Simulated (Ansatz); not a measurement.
`O[SiH](F)[SiH2]F` → `O[Si]F` + `F[SiH3]` at 600 K and 1 bar (silylene formation by 1,1-elimination).

Isolated molecules relaxed with PBE0-D4/def2-TZVP in Ansatz; ΔE leaves out vibrations. CBS: MP2 limit from def2 TZ/QZ plus the TZ coupled-cluster correction, frozen cores. This one scheme is used for every species. One conformer a species, not always the lowest.

| species | CCSD(T)/CBS energy (Eh) | H − E (kJ/mol) | S (J/(mol·K)) |
| --- | --- | --- | --- |
| `O[SiH](F)[SiH2]F` | -855.49429 | 185.2 | 456.1 |
| `O[Si]F` | -464.72778 | 73.4 | 309.1 |
| `F[SiH3]` | -390.72345 | 101.0 | 280.0 |

H − E and S are ideal-gas, rigid-rotor, harmonic terms from PBE0-D4/def2-TZVP, for one conformer and one mirror image of each species. 1 Eh = 2625.50 kJ/mol, R = 8.31446 J/(mol·K).

By hand: ΔE, ΔH, ΔS and ΔG.

ΔE = (-464.72778) + (-390.72345) − (-855.49429) = 0.04306 Eh = 113.1 kJ/mol. Δ(H − E) = 73.4 + 101.0 − 185.2 = -10.8, so ΔH = 102.3 kJ/mol. ΔS = 309.1 + 280.0 − 456.1 = 133.0 J/(mol·K). ΔG = 102.3 − 600 × (133.0)/1000 = 22.5 kJ/mol.

By hand: the equilibrium constant, and the temperature at which ΔG would vanish if ΔH and ΔS stayed fixed.

log₁₀ K = −ΔG/(RT ln 10) = -2.0. ΔG = 0 at ΔH/ΔS = 769 K.

The number of gas molecules changes by +1, which sets the sign of ΔS. A doubt of 5 kJ/mol in ΔE shifts log₁₀ K by 0.4 here. Other conformers and mirror images would add mixing entropy, several J/(mol·K) or more a flexible species. Modes under 60 cm⁻¹, often nearly free rotors, make the harmonic entropy too high. These are equilibria of isolated gas molecules and say nothing of rates. Largest T1 diagnostic: 0.015 (customary marks: 0.02 for closed shells, 0.045 for open ones).
